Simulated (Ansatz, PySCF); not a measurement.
Mean bond length (Å) of eight molecules of H, C, N, O, S and their like: PBE-D3(BJ) beside B3LYP-D3(BJ), computed with Ansatz (a program for electronic structure) and PySCF for isolated molecules in the bases named; differences from unrounded values. The eight are the first of their class met in an unordered collection, after screening for sound electronic states; none was chosen by its value. Each level has its own optimised geometry.

| molecule | basis | B3LYP-D3(BJ) |
|---|---|---|
| thiourea (CH4N2S), SMILES C(N)(=S)N | def2-SVP | 1.207 |
| sulfur dioxide (O2S), SMILES O=S=O | def2-TZVP | 1.439 |
| C₂H₇N, SMILES CNC | def2-TZVP | 1.166 |
| diphosphane (H₄P₂), SMILES PP | def2-TZVP | 1.587 |
| C3H6O, SMILES C=COC | def2-SVP | 1.188 |
| 3-ethenylthietane (C₅H₈S), SMILES C(=C)C1CSC1 | def2-SVP | 1.316 |
| C4H5NO, SMILES C1=COCN=C1 | def2-SVP | 1.256 |
| cyclopropanecarbaldehyde (C4H6O), SMILES O=CC1CC1 | def2-SVP | 1.256 |

Problem. Estimate the PBE-D3(BJ) values and say how PBE-D3(BJ) differs from B3LYP-D3(BJ) over the set. (An estimate is asked for; the answer gives what the named calculation found.)

Solution. 
| molecule | PBE-D3(BJ) | difference |
|---|---|---|
| thiourea (CH4N2S), SMILES C(N)(=S)N | 1.215 | 0.007 |
| sulfur dioxide (O2S), SMILES O=S=O | 1.457 | 0.019 |
| C₂H₇N, SMILES CNC | 1.173 | 0.008 |
| diphosphane (H₄P₂), SMILES PP | 1.597 | 0.010 |
| C3H6O, SMILES C=COC | 1.196 | 0.008 |
| 3-ethenylthietane (C₅H₈S), SMILES C(=C)C1CSC1 | 1.322 | 0.006 |
| C4H5NO, SMILES C1=COCN=C1 | 1.264 | 0.008 |
| cyclopropanecarbaldehyde (C4H6O), SMILES O=CC1CC1 | 1.263 | 0.007 |
PBE-D3(BJ) lies below B3LYP-D3(BJ) in 0 and above it in 8 of the eight; the mean signed difference is 0.009 and the largest 0.019 Å.
